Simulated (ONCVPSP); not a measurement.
Tc: one change to an ONCV potential, before and after

| Quantity | Value |
| --- | --- |
| Element | technetium (Tc) |
| Generator | ONCVPSP 4.0.1 |
| Type | optimised norm-conserving Vanderbilt (ONCV) |
| Functional | PBE |
| Relativity | scalar-relativistic |
| Frozen core | [Ar] 3d10 |
| Valence charge | 15 |
| Reference configuration | 4s2 4p6 4d5 5s2 |
| Partial waves | 4s+5s: rc 2.05 bohr, ncon 3, nbas 8, qcut 7.4 1/bohr, 3 projectors, debl 2.1 Ha; 4p: rc 1.80 bohr, ncon 4, nbas 8, qcut 8.5 1/bohr, 2 projectors, debl 1.3 Ha; 4d: rc 1.95 bohr, ncon 4, nbas 8, qcut 9.5 1/bohr, 1 projector |
| Local potential | polynomial inside 1.50 bohr (lpopt 5, dvloc0 6 Ha) |
| Core correction | none |

In the p channel the program set the typed energies aside and used -1.666, 0.250 Ha.

Change: s: qcut 8.7; p: qcut 10; d: qcut 11.2.

Cutoffs: the cutoffs (Ha) at which the residual kinetic energy of the hardest occupied pseudo-wave falls to 1 and 0.1 mHa per electron; they do not see the model core or the augmentation charge, which bear on the density cutoff. Errors are all-electron minus pseudo energies relative to the spin-unpolarised reference configuration.

Q: What does the change do?

A: The potential gets neither clearly harder nor softer (23 Ha and 28 Ha → 22 Ha and 30 Ha); of the 4 tests that both files solve, the error grows in 0 and shrinks in 2 by more than 15 % and 0.3 meV (median size 8.7 → 6.6 meV); neither file shows a bound ghost.

```tsv
quantity	base	changed
cutoff, loose	23 Ha	22 Ha
cutoff, tight	28 Ha	30 Ha
loose cutoff by channel	s 14 Ha, p 13 Ha, d 23 Ha	s 20 Ha, p 22 Ha, d 20 Ha
bound ghosts	none	none
GHOST(+) flags under 300 eV	none	none
error for 4s2 4p6 4d5 5s1, meV [ΔE 8.15 eV]	-2.0	-1.7
error for 4s2 4p6 4d5 5s0, meV [ΔE 23.01 eV]	-7.6	-6.0
error for 4s2 4p6 4d4 5s0, meV [ΔE 51.71 eV]	-9.9	-9.9
error for 4s2 4p6 4d6 5s0, meV [ΔE 6.17 eV]	-10	-7.2
s: phases at 2.08 bohr within 0.05 rad from the reference energy up to (Ha; the scan ends near 5)	to the end of the scan	to the end of the scan
p: phases at 1.83 bohr within 0.05 rad from the reference energy up to (Ha; the scan ends near 5)	to the end of the scan	to the end of the scan
d: phases at 1.97 bohr within 0.05 rad from the reference energy up to (Ha; the scan ends near 5)	1.9	1.8
```
